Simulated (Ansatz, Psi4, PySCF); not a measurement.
H$_{6}$Cl$_{2}$GeSi$_{2}$ (SMILES [SiH3][Ge]([SiH3])([Cl])[Cl]), singlet, at a GFN2-xTB geometry, atoms displaced at random by about 0.03 Å a coordinate. Base run: R2SCAN/STO-3G, gradient run with PySCF.

The PySCF input:
```python
from pyscf import gto, scf, dft

mol = gto.M(
    atom='''
Si    1.95283126    1.50742783    0.02379250
Ge   -0.01001418    0.09453779    0.09658851
Si   -2.24958664    0.58202801    0.82913219
Cl    0.60283755   -1.74419038    1.10412255
Cl   -0.32007822   -0.64063008   -1.97145389
H     1.71535749    2.64557105   -0.84920279
H     3.08394209    0.75842232   -0.61078840
H     2.27296605    1.84507011    1.31649965
H    -3.09042468   -0.56955681    0.76587023
H    -2.76561036    1.68838886    0.01056994
H    -2.22922213    1.04832467    2.27860984
''',
    basis='sto-3g',
    verbose=3,
)

mf = dft.RKS(mol)
mf.xc = 'r2scan'
mf.kernel()
g = mf.nuc_grad_method()
grad = g.kernel()
```

Programs used: Ansatz (a program for electronic structure), Psi4, PySCF; a row that names a program was run with it.

The coordinate followed is y of atom 5.

Variants of this job, named by their change:

| change | dE/dx (Eh/bohr) | net force (Eh/bohr) |
|---|---|---|
| base | -0.006462 | 0.000536 |
| code = psi4 | -0.006683 | 0.008583 |
| grids.level = 0; grid_response = on | -0.008088 | 0.000000 |
| finite difference step (bohr) = 1e-5; conv_tol = 1e-11 | -0.007108 | - |
| density fitting = on | -0.006463 | 0.000535 |
| density fitting = on; auxbasis_response = off | -0.006606 | 0.000163 |
| grid_response = on | -0.007109 | 0.000000 |
| grids.level = 5; grid_response = off | -0.007131 | 0.000385 |
| code = ansatz | -0.007105 | 0.000000 |
| grids.level = 5; grid_response = on | -0.007101 | 0.000000 |
| conv_tol = 1e-6 | -0.006463 | 0.000535 |
| finite difference step (bohr) = 0.2; conv_tol = 1e-11 | -0.007190 | - |

The net force is zero for an exact gradient.
